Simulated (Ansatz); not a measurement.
C5H8O, triplet, at a GFN2-xTB geometry (a higher spin typed on purpose: for a closed-shell molecule this is an excited state); Ansatz (a first-principles code) with MP2/cc-pVDZ.

Input for Ansatz:
Ansatz 0.2 input:
```yaml
crystal:
  periodic: [false, false, false]
  atoms:
    - {symbol: O, position_ang: [0.86318930, 1.82604388, -0.65881689]}
    - {symbol: C, position_ang: [0.39416067, 0.88422217, 0.06974762]}
    - {symbol: C, position_ang: [1.13548103, -0.47991020, 0.11471549]}
    - {symbol: C, position_ang: [0.05562020, -1.54252433, -0.04971133]}
    - {symbol: C, position_ang: [-1.18906207, -0.88629544, 0.53748609]}
    - {symbol: C, position_ang: [-1.11138974, 0.53601838, 0.00457658]}
    - {symbol: H, position_ang: [1.91035789, -0.51433876, -0.65290987]}
    - {symbol: H, position_ang: [1.61432395, -0.53869309, 1.09695873]}
    - {symbol: H, position_ang: [0.32764508, -2.47140952, 0.45320862]}
    - {symbol: H, position_ang: [-0.10284519, -1.75573624, -1.10776262]}
    - {symbol: H, position_ang: [-1.13334590, -0.88192814, 1.62670763]}
    - {symbol: H, position_ang: [-2.11348883, -1.37874922, 0.23573412]}
    - {symbol: H, position_ang: [-1.44973251, 0.59703053, -1.03669143]}
    - {symbol: H, position_ang: [-1.66728948, 1.26641014, 0.59440322]}
basis:
  gaussian:
    orbitals: cc-pVDZ
magnetization: {spin_polarized: true, initial_magnetization: 2}
correlation: {method: mp2}
```

What the program printed (banner, timings and long lists left out):

```
Functional definition: HF
1128 factors; integrals over basis functions are off by at most 1.2e-3 eV
mean field evaluation 1: about -7308.7642 eV, gradient 2.5e1 eV
mean field evaluation 2: about -7309.0350 eV, gradient 2.5e1 eV
mean field evaluation 4: about -7313.5535 eV, gradient 5.0e0 eV
mean field evaluation 8: about -7314.1979 eV, gradient 6.6e-1 eV
mean field evaluation 16: about -7314.2139 eV, gradient 4.3e-5 eV
mean field -7314.21388270 eV, -268.7924024371 hartree, gradient 2.5e-6 eV, S^2 2.014849; 3 other end points of the search recorded, 0 dependent functions left out
6 core orbitals not correlated
reference -7314.21388270 eV, -268.7924024371 hartree; 18, 16 occupied and 100, 102 virtual orbitals, 1128 factors
second order -22.17429159 eV of doubles, -0.00000000 eV of singles
Total energy: -7336.38817429 eV, -269.6072926227 hartree
```
